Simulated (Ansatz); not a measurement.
Wavefunction ladder for `C=[C]1[S][Al]1[CH3]`

Cartesian coordinates in Å:
```
C 1.798 0.757 -1.730
C 0.885 0.713 -0.771
S 0.265 2.139 0.230
Al -0.406 0.119 0.456
C -1.555 -1.130 1.380
H 2.081 -0.152 -2.250
H 2.292 1.677 -2.033
H -1.498 -2.129 0.942
H -1.268 -1.201 2.433
H -2.594 -0.794 1.343
```

Total charge 0; spin multiplicity 1. Geometry: relaxed with PBE0-D4/def2-TZVP. Frozen core, restricted reference, Ansatz 0.2.0. CBS rows extrapolate triple and quadruple zeta; past MP2 they add the triple-zeta difference.

```json
{"basis": "def2-SVP", "HF (Eh)": "-755.65321", "MP2 corr.": "-0.58961", "CCSD corr.": "-0.63855", "(T)": "-0.02495", "CCSD(T) total": "-756.31671"}
{"basis": "def2-TZVPP", "HF (Eh)": "-756.00775", "MP2 corr.": "-0.73742", "CCSD corr.": "-0.77893", "(T)": "-0.03963", "CCSD(T) total": "-756.82631"}
{"basis": "def2-QZVPP", "HF (Eh)": "-756.03070", "MP2 corr.": "-0.79006", "CCSD corr.": "–", "(T)": "–", "CCSD(T) total": "–"}
{"basis": "CBS(def2)", "HF (Eh)": "-756.03387", "MP2 corr.": "-0.82905", "CCSD corr.": "-0.87057", "(T)": "as TZ", "CCSD(T) total": "-756.94407"}
```
